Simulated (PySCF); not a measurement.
Choosing a molecule for a target property.

Species are written as SMILES; each is one conformer at its optimised geometry, gas phase, non-relativistic unless stated. Electronic properties by PySCF.

Dipoles, sizes and rotational constants follow the conformer. The torsions of the flexible species, by atom-mapped SMILES:
- `[CH2:1]=[CH:2][Si@@H:3]1[O:4][Si@:5]([CH3:6])([Cl:7])[C:8]1=[CH2:9]`: C1–C2–Si3–O4 -150°
- `[O:1]=[C:2]=[C:3]([CH:4]=[O:5])[S:6][SiH2:7][S:8][SiH3:9]`: C2–C3–C4–O5 -177°, C2–C3–S6–Si7 164°, C3–S6–Si7–S8 -63°, S6–Si7–S8–Si9 -157°
- `[CH2:1]=[C:2]([CH3:3])[Si@@H:4]([Cl:5])[CH2:6][CH2:7][SiH2:8][CH3:9]`: C1–C2–Si4–Cl5 -114°, C2–Si4–C6–C7 180°, Si4–C6–C7–Si8 -178°, C6–C7–Si8–C9 -61°
- `[CH3:1][CH:2]([CH3:3])[CH2:4]/[CH:5]=[C:6](\[Cl:7])[SiH2:8][SiH3:9]`: C1–C2–C4–C5 66°, C2–C4–C5–C6 -113°, C5–C6–Si8–Si9 -111°
- `[CH3:1][C@:2]([SiH3:3])([Cl:4])[CH2:5][CH:6]1[CH2:7][CH2:8][CH2:9]1`: C1–C2–C5–C6 179°, C2–C5–C6–C7 -170°

**Question.** Wanted: HOMO energy below -7.8 eV (PBE0/pcSseg-1) and HOMO–LUMO gap above 7 eV (PBE0/pcSseg-1), at GFN2-xTB geometries. Which candidate meets both?
A. `C=C(C)[Si@@H](Cl)CC[SiH2]C`
B. `O=C=C(C=O)S[SiH2]S[SiH3]`
C. `C=C[Si@@H]1O[Si@](C)(Cl)C1=C`
D. `C[C@]([SiH3])(Cl)CC1CCC1`
E. `CC(C)C/C=C(\Cl)[SiH2][SiH3]`

**Answer.** D. Computed values:
```
                     species  HOMO energy  HOMO–LUMO gap
    C[C@]([SiH3])(Cl)CC1CCC1     -7.87 eV        8.30 eV
  C=C(C)[Si@@H](Cl)CC[SiH2]C     -7.77 eV        7.35 eV
C=C[Si@@H]1O[Si@](C)(Cl)C1=C     -7.46 eV        6.38 eV
 CC(C)C/C=C(\Cl)[SiH2][SiH3]     -7.22 eV        6.74 eV
    O=C=C(C=O)S[SiH2]S[SiH3]     -6.89 eV        4.19 eV
```
